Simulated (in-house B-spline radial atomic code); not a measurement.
Configurations of the zirconium ion Zr⁴⁺, with energies counted from [Ar] 3d10 4s2 4p6. Level of theory: scalar-relativistic (X2C) CAM-B3LYP, spin-polarised, spherical fractional occupations, Fermi nucleus of rms radius 4.2694 fm; calculated with an all-electron radial atomic-structure program (B-spline basis). Caution: exact exchange at fractional occupations of open shells leaves self-interaction of up to several eV. Shells without spins written out take the highest spin.

Occupations are held fixed; configurations that lie above the ionisation limit could autoionise.

```csv
configuration,E - E(ref) (eV),highest orbital,its <r> (bohr)
[Ar] 3d10 4s2 4p5 4d1,36.64,4d up,1.701
[Ar] 3d10 4s2 4p5 5s1,42.676,5s up,2.63
[Ar] 3d10 4s2 4p5 5f1,68.723,5f up,5.54
[Ar] 3d10 4s1 4p6 5f1,90.822,5f up,5.517
[Ar] 3d9 4s2 4p6 5d1,218.65,5d up,3.743
[Ar] 3d9 4s2 4p6 4f1,219.58,4f up,2.972
"[Ne] 3s2 3p(2 up, 3 down) 3d10 4s2 4p6 4d(1 up, 0 down)",337.96,4d up,1.645
```

Order these further configurations by energy, lowest first.
A. [Ar] 3d10 4s2 4p(3 up, 2 down) 4d(0 up, 1 down)
B. [Ar] 3d10 4s1 4p6 5s1
C. [Ar] 3d(4 up, 5 down) 4s2 4p6 5f(1 up, 0 down)
D. [Ne] 3s2 3p5 3d10 4s2 4p6 5d1
E. [Ne] 3s2 3p(3 up, 2 down) 3d10 4s2 4p6 5d(0 up, 1 down)

A (37.674 eV), B (64.681 eV), C (227.41 eV), D (362.6 eV), E (362.63 eV).

How far above the reference does [Ar] 3d10 4s2 4p5 5p1 lie?

50.714 eV; its least bound orbital is 5p up with <r> = 2.993 bohr.

How far above the reference does [Ar] 3d10 4s1 4p6 4d1 lie?

58.411 eV; its least bound orbital is 4d up with <r> = 1.69 bohr.
